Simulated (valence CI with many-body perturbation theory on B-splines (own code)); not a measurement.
W⁵⁹⁺: E2, M1 decay

Computed by configuration interaction combined with many-body perturbation theory (CI+MBPT): five valence electrons over a frozen Dirac-Fock core [Ne], radial functions for each j: 11 s, 11 p, 10 d, 8 f, 5 g, 2 h, with the one-electron correlation potential Σ1, the two-electron term Σ2, the three-electron term Σ3, Breit, model QED; selected CI, second order for the rest, scaled by the run's own slope (own B-spline code, finite nucleus).

The last digits are not significant, and no measured levels were compared; by estimate large intervals hold to a few tenths of a per cent, small ones and those within an open d or f shell to about a per cent. Among the levels kept, up to 3200 cm⁻¹ of a level comes from second order outside the variational space, and about a tenth of that is noise between levels of different J, which matters for small intervals.

Lines 1 to 22 of 22 in falling wavelength, among levels below 1356.2 eV, chosen from the decays that carry over 1 % of a level's rate. Wavelengths and rates use the calculated energies. Electric multipoles are in the length gauge, E1 and E2 with the static RPA response of the core. Weak lines are less certain than strong ones. Lines between different terms over intervals too small for the method are left out, as are lines whose strength nearly cancels.

Levels are named by their leading jj configuration (3d3/2^4 stands for four electrons in 3d with j = 3/2), which in mixed levels can hold well under half, so a name can repeat and another be missing. Letters in brackets count levels of one name in rising energy.

```tsv
λ vac (Å)	Upper	Lower	Type	A (s⁻¹)	Branch %
150.9	(3s^2 3p1/2 3p3/2 3d5/2) J=9/2	(3s^2 3p1/2 3p3/2 3d3/2) J=7/2	M1	3.24e+06	48.4
38.51	(3s^2 3p3/2^2 3d5/2) J=9/2	(3s^2 3p1/2 3p3/2 3d5/2) J=7/2 [b]	M1	1.08e+08	13.2
38.04	(3s^2 3p1/2 3p3/2 3d5/2) J=7/2 [a]	(3s^2 3p1/2^2 3d5/2) J=5/2	M1	2.22e+08	17.9
36.60	(3s^2 3p1/2 3p3/2 3d3/2) J=5/2 [a]	(3s^2 3p1/2^2 3d3/2) J=3/2	M1	1.20e+08	1.4
36.59	(3s^2 3p1/2 3p3/2 3d5/2) J=9/2	(3s^2 3p1/2^2 3d5/2) J=5/2	E2	3.43e+06	51.2
36.32	(3s^2 3p1/2 3p3/2^2) J=3/2	(3s^2 3p1/2^2 3p3/2) J=3/2	M1	3.83e+08	99.5
36.30	(3s^2 3p3/2^2 3d5/2) J=7/2	(3s^2 3p1/2 3p3/2 3d5/2) J=5/2 [a]	M1	1.89e+08	2.9
36.25	(3s^2 3p1/2 3p3/2 3d3/2) J=1/2 [a]	(3s^2 3p1/2^2 3d3/2) J=3/2	M1	2.45e+08	2.1
36.13	(3s^2 3p3/2^3) J=3/2	(3s^2 3p1/2 3p3/2^2) J=1/2	M1	9.56e+07	6.0
36.10	(3s^2 3p3/2^2 3d5/2) J=5/2 [a]	(3s^2 3p1/2 3p3/2 3d5/2) J=3/2 [b]	M1	1.43e+08	6.1
35.77	(3s^2 3p3/2^2 3d5/2) J=9/2	(3s^2 3p1/2 3p3/2 3d5/2) J=9/2	M1	1.64e+08	20.1
35.11	(3s^2 3p1/2 3p3/2^2) J=5/2	(3s^2 3p1/2^2 3p3/2) J=3/2	M1	6.55e+07	50.7
35.11	(3s^2 3p1/2 3p3/2^2) J=5/2	(3s^2 3p1/2^2 3p3/2) J=3/2	E2	7.63e+06	5.9
34.68	(3s^2 3p3/2^2 3d5/2) J=7/2	(3s^2 3p1/2 3p3/2 3d5/2) J=7/2 [a]	M1	1.27e+08	1.9
34.58	(3s^2 3p3/2^3) J=3/2	(3s^2 3p1/2 3p3/2^2) J=5/2	M1	1.07e+08	6.7
34.49	(3s^2 3p3/2^2 3d5/2) J=9/2	(3s^2 3p1/2 3p3/2 3d5/2) J=7/2 [a]	M1	1.32e+08	16.2
33.65	(3s^2 3p1/2 3p3/2^2) J=1/2	(3s^2 3p1/2^2 3p3/2) J=3/2	M1	2.21e+08	96.8
33.65	(3s^2 3p1/2 3p3/2^2) J=1/2	(3s^2 3p1/2^2 3p3/2) J=3/2	E2	6.72e+06	2.9
33.48	(3s^2 3p3/2^3) J=3/2	(3s^2 3p1/2 3p3/2^2) J=3/2	M1	4.41e+08	27.6
33.19	(3s^2 3p3/2^2 3d5/2) J=5/2 [a]	(3s^2 3p1/2 3p3/2 3d5/2) J=5/2 [a]	M1	3.11e+07	1.3
32.88	(3s^2 3p3/2^2 3d5/2) J=5/2 [a]	(3s^2 3p1/2 3p3/2 3d5/2) J=3/2 [a]	M1	4.15e+07	1.8
31.82	(3s^2 3p3/2^2 3d5/2) J=5/2 [a]	(3s^2 3p1/2 3p3/2 3d5/2) J=7/2 [a]	M1	2.44e+08	10.4
```
